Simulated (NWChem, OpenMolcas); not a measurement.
# CBr2ClF (dibromochlorofluoromethane): the vertical energy of the triplet above the singlet from total energies

CBr2ClF has 5 atoms, charge 0, and is taken as a singlet. SMILES: `FC(Cl)(Br)Br`. The shape is that of a PBE0-D4/def2-TZVP optimisation.

Both states at this one shape; open shells run unrestricted unless said. 1 Eh = 27.2114 eV.

```tsv
level	program	singlet CBr2ClF (Eh)	triplet CBr2ClF (Eh)
M06-L/cc-pVDZ	NWChem	-5746.170024	-5746.011274
r2SCAN/cc-pVDZ	OpenMolcas	-5746.271896	-5746.111963
CAM-B3LYP/cc-pVDZ	NWChem	-5746.604400	-5746.425796
```

Task: Work out the vertical gap, second state less first, at each level.

Result: 
1. M06-L/cc-pVDZ: -5746.011274 − (-5746.170024) = 0.158750 Eh = 4.32 eV.
2. r2SCAN/cc-pVDZ: -5746.111963 − (-5746.271896) = 0.159933 Eh = 4.35 eV.
3. CAM-B3LYP/cc-pVDZ: -5746.425796 − (-5746.604400) = 0.178604 Eh = 4.86 eV.

No measured value is set beside it here; the levels span 4.32 to 4.86 eV. Spin-orbit coupling, which splits open shells on such heavy atoms by tenths of an eV, is left out. All-electron rows are non-relativistic unless named.
